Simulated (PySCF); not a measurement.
**C₆ coefficients of unlike pairs at PBEsol**

Calculated with PySCF 2.14 from the dipole response of each species, C₆(A,B) = (3/π) ∫ α_A(iu) α_B(iu) du, in atomic units, from isotropic polarisabilities. For ions this is the dispersion term alone; charge-induced terms of lower order in 1/R come first.

```csv
species,configuration,basis,relativity,α (bohr³),C₆ (like pair)
P,[Ne] 3s2 3p3 (4S),aug-cc-pVTZ-DK (6s5p3d2f),spin-free X2C,27.52,207.1
Ar(3+),[Ne] 3s2 3p3 (4S),aug-cc-pV(5+d)Z (8s7p6d4f3g2h),none,3.616,9.813
Ar,[Ar] (1S),dyall-acv3z (19s12p6d4f),spin-free X2C,11.47,68.07
```

**Question.** Estimate C₆ for Ar with Ar(3+).

**Answer.** The integral gives 25.46. The combination rule 2 C_A C_B / (C_A α_B/α_A + C_B α_A/α_B) gives 25.40 and the geometric mean 25.85.

No spin-orbit coupling is included.

The other pairs:

| pair | C₆ |
| --- | --- |
| Ar, P | 113.4 |
| Ar(3+), P | 40.35 |
